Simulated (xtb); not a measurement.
C2H5BFN, SMILES C=CB(N)F. All values are semi-empirical tight-binding results from xtb (GFN2-xTB unless named), good for trends rather than for accurate numbers. Geometry: GFN2-xTB. This is a generated structure with no PubChem entry under its InChIKey; it may be hypothetical. One conformer was computed; it need not be the lowest.

- orbital gap: 4.52 eV
- dipole moment: 2.75 D
- zero-point energy: 46.4 kcal/mol
- G − E(el) at 298.15 K (modified RRHO): 28.1 kcal/mol
- static polarisability (D4 model): 48.7 bohr³
- solvation energy, GFN2-xTB/ALPB(water): -5.0 kcal/mol
- solvation energy, GFN2-xTB/ALPB(dmf): -6.9 kcal/mol

Q: Give the IR lines (harmonic; lines under 4 % of the strongest left out, lines within 3 cm⁻¹ merged). (An estimate is asked for; the answer gives what the named calculation found.)

A: ν (cm⁻¹): 529 (w), 567 (s), 640 (m), 827 (w), 925 (w), 1041 (w), 1197 (vs), 1296 (m), 1368 (s), 1426 (w), 1520 (s), 1671 (w), 3043 (w), 3080 (w), 3096 (m) (against the strongest line: vs over 80 %, s over 45 %, m over 15 %, w over 4 %, vw less)
